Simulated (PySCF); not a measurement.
Input of a response calculation (the driver script's job line, then coordinates in Å):

```
{"job": {"kind": "uv", "xc": "PBE0", "basis": "def2-SVPD", "nstates": 6, "ntriplets": 2}, "charge": 0, "multiplicity": 1}
N      3.235367    -0.252030    -0.706574
C      2.223387     0.074996    -0.299407
C      0.927295     0.493342     0.224151
F      0.877136     0.338314     1.579013
C     -0.206060    -0.332403    -0.432346
F      0.074416    -1.647281    -0.455253
F     -0.342789     0.062024    -1.717008
C     -1.574509    -0.129438     0.285914
F     -1.783785     1.170883     0.510757
F     -1.615053    -0.761464     1.449905
F     -2.572834    -0.576573    -0.464788
H      0.758629     1.558944    -0.000389
```

Computed with TDDFT PBE0/def2-SVPD, vertical, gas phase, core orbitals frozen in the response in PySCF. Job line and output are in the format of a driver script around the code.

Task: Give the output without the SCF cycles.

Result: 
```
converged SCF energy = -805.4357015979

Static polarisability (au): isotropic 56.160, principal 48.821 50.805 68.854

Singlet excitations
state   eV       nm        f      main configurations
  1   7.2191    171.7   0.00243   H->L 0.85
  2   7.9498    156.0   0.00636   H-1->L 0.57, H->L+1 0.31
  3   8.2481    150.3   0.00794   H-2->L 0.79, H-1->L+1 0.10
  4   8.3194    149.0   0.00570   H-1->L+1 0.69, H-2->L 0.15
  5   8.6533    143.3   0.01372   H-3->L 0.81
  6   9.1294    135.8   0.02078   H-2->L+1 0.82, H->L+1 0.08

Triplet excitations (Tamm-Dancoff, eV): 6.1515 6.5687
```

The structure is a single GFN2-xTB conformer in the gas phase; no vibrational or solvent corrections.

H and L stand for HOMO and LUMO.

Shape of the structure used: `[N:1]#[C:2][C@H:3]([F:4])[C:5]([F:6])([F:7])[C:8]([F:9])([F:10])[F:11]`: C2–C3–C5–F6 46°, C3–C5–C8–F9 46°.
